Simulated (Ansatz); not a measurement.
Gas-phase electronic energies from Ansatz, PBE0-D4/def2-TZVP geometries. CCSD(T)/CBS is the MP2 limit (def2-TZVPP, def2-QZVPP) plus CCSD(T) − MP2 in def2-TZVPP, frozen cores. This one scheme is used for every species. Each species was taken in one conformer, which may not be the lowest.

Reaction (ligand exchange at the Si–N bond): `O[SiH](O)N[SiH](F)F` + CH₃OH → `CO[SiH](O)O` + `N[SiH](F)F`

```csv
species,CCSD(T)/CBS(def2) energy (Eh)
`O[SiH](O)N[SiH](F)F`,-986.12751
CH₃OH,-115.61712
`CO[SiH](O)O`,-556.41063
`N[SiH](F)F`,-545.34917
```

Question: Work out ΔE.

Answer: ΔE = (-556.41063) + (-545.34917) − (-986.12751) − (-115.61712) = -0.01517 Eh = -39.8 kJ/mol.

Largest T1 diagnostic among the species: 0.012.

In def2-TZVPP, CCSD(T) changes the Hartree–Fock value by +9.3 kJ/mol (the triples alone add +1.2 kJ/mol) and MP2 by +8.4 kJ/mol. The D4 term adds +5.7 kJ/mol with B3LYP and +3.2 kJ/mol with PBE0; it sums over pairs of atoms, weighted by their polarisabilities, and B3LYP, whose exchange is more repulsive, gets the larger term.

B3LYP here is the variant with VWN-RPA as its local correlation; programs differ in this.
